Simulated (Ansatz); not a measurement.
A run of Ansatz (development build ahead of 0.2.0) on singlet Li₄ at this shape:

```yaml
atoms:
  - { symbol: Li, position_ang: [1.3500, 0.0000, 0.0000] }
  - { symbol: Li, position_ang: [-1.3500, 0.0000, 0.0000] }
  - { symbol: Li, position_ang: [0.0000, 2.7000, 0.0000] }
  - { symbol: Li, position_ang: [0.0000, -2.7000, 0.0000] }
```

Its results:

| Item | Value |
| --- | --- |
| Converged | yes |
| Total energy | -29.75028 hartree |

Forces (eV/Å):
| atom | Fx | Fy | Fz |
| --- | --- | --- | --- |
| Li1 | 0.061 | 0.000 | 0.000 |
| Li2 | -0.061 | 0.000 | 0.000 |
| Li3 | 0.000 | 0.268 | 0.000 |
| Li4 | 0.000 | -0.268 | 0.000 |

**Question.** Which input gives this output? Name the method, the orbitals and the basis set, and write the input.

**Answer.** RHF in 6-31G. An unrestricted run that stays on the closed shell gives the same numbers.

```yaml
crystal:
  periodic: [false, false, false]
  atoms:
    - { symbol: Li, position_ang: [1.35, 0.0, 0.0] }
    - { symbol: Li, position_ang: [-1.35, 0.0, 0.0] }
    - { symbol: Li, position_ang: [0.0, 2.7, 0.0] }
    - { symbol: Li, position_ang: [0.0, -2.7, 0.0] }
basis:
  gaussian: { orbitals: "6-31G" }
hamiltonian:
  xc: hf
output:
  forces: true
```
